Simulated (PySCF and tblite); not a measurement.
Results of a calculation; reference values are marked as such.
**Conformers and averaged properties: C7H14O, numbered as in [CH3:1][O:2][CH:3]1[CH2:4][CH2:5][CH2:6][CH2:7][CH2:8]1**

Conformers came from 90 starts (ETKDG and KDG, MMFF94s, GFN2-xTB); geometries are PBE0-D3(BJ)/def2-SVP. Energies: B3LYP-D3(BJ)/def2-SVPD (IEF-PCM, chloroform), with GFN2-xTB thermal terms (modes under about 100 cm⁻¹ blended into free rotors). Symmetry numbers and mirror images are counted. Conformers within 3 kcal/mol (GFN2-xTB free energy) were kept, 7 at most. GIAO shieldings: wB97X-D/pcSseg-1 (IEF-PCM, chloroform). Couplings: B3LYP/pcSseg-1 with pcJ-1 on H (gas phase; spin-dipole term only for pairs with B, N, F, Si or P). Couplings are for ¹H. Shifts are against TMS (¹H), TMS (¹³C) at the same level; of two unlike H on one atom, a is the less shielded. Run with PySCF (density fitting) and tblite.

Torsions listed: C1–O2–C3–C4. The 6-ring runs over atoms 3–4–5–6–7–8. Of a mirror pair one member is shown.

| conformer | shape | symmetry | E(GFN2) kcal/mol | E(DFT) kcal/mol | G(298.15 K) kcal/mol | weight % | dipole D |
| --- | --- | --- | --- | --- | --- | --- | --- |
| 1 | 6-ring chair (all substituents equatorial); -164° | C1 (pair) | 0.00 | 0.00 | 0.00 | 75.3 | 1.61 |
| 2 | 6-ring chair (O2 axial); -72° | C1 (pair) | 0.60 | 0.57 | 0.66 | 24.7 | 1.42 |

Weights (%) against temperature:

```json
{"T (K)": "150", "1": "88.9", "2": "11.1", "S(mix) cal/mol/K": "2.07"}
{"T (K)": "200", "1": "83.0", "2": "17.0", "S(mix) cal/mol/K": "2.28"}
{"T (K)": "250", "1": "78.5", "2": "21.5", "S(mix) cal/mol/K": "2.41"}
{"T (K)": "298.15", "1": "75.3", "2": "24.7", "S(mix) cal/mol/K": "2.49"}
{"T (K)": "400", "1": "70.7", "2": "29.3", "S(mix) cal/mol/K": "2.58"}
```

Averaged shifts at 298.15 K. ¹H: 3.34 (H1, 3H), 2.77 (H3, 1H), 1.68 (H4a/H8a, 2H), 1.55 (H5a/H7a, 2H), 1.33 (H6a, 1H), 1.11 (H6b, 1H), 1.10 (H5b/H7b, 2H), 1.07 (H4b/H8b, 2H) ppm. ¹³C: 79.0 (C3), 56.6 (C1), 33.2 (C4/C8), 27.9 (C6), 25.6 (C5/C7) ppm.

Averaged couplings (Hz): ²J(H1,H1) -11.5, ³J(H3,H4a) 4.1, ³J(H3,H4b) 9.6, ⁴J(H3,H5a) -0.7, ²J(H4a,H4b) -14.3, ³J(H4a,H5b) 4.1, ³J(H4a,H5a) 6.5, ⁴J(H4a,H6a) 0.9, ⁴J(H4a,H6b) -0.6, ⁴J(H4a,H8a) 1.7, ³J(H4b,H5b) 12.0, ³J(H4b,H5a) 4.3, ⁴J(H4b,H6a) -0.5, ⁴J(H4b,H8b) 0.6, ²J(H5b,H5a) -15.0, ³J(H5b,H6a) 4.2, ³J(H5b,H6b) 11.5, ⁴J(H5b,H7a) -0.6, ³J(H5a,H6a) 5.9, ³J(H5a,H6b) 4.2, ⁴J(H5a,H7a) 1.5, ²J(H6a,H6b) -14.7.

Coordinates of conformer 1 (Å):

```xyz
22

C     3.017    0.119   -0.351
O     1.871   -0.563   -0.753
C     0.714   -0.293   -0.002
C    -0.290   -1.394   -0.303
C    -1.604   -1.182    0.439
C    -2.196    0.192    0.145
C    -1.192    1.299    0.445
C     0.120    1.082   -0.303
H     3.240   -0.047    0.723
H     2.954    1.211   -0.518
H     3.859   -0.267   -0.943
H     0.965   -0.333    1.083
H     0.162   -2.366   -0.054
H    -0.465   -1.397   -1.393
H    -1.429   -1.276    1.526
H    -2.319   -1.977    0.174
H    -3.122    0.344    0.723
H    -2.482    0.243   -0.921
H    -0.991    1.321    1.532
H    -1.613    2.285    0.191
H    -0.050    1.141   -1.393
H     0.839    1.877   -0.049
```

Shifts are unscaled: against experiment ¹³C can be off by 15 ppm or more and ¹H by 0.8 ppm.

Search and properties took 5.2 min on 1 thread of Arm Neoverse V1, on a host shared with other jobs (rough), launched as `OMP_NUM_THREADS=1 python ens_run.py task.json out`.
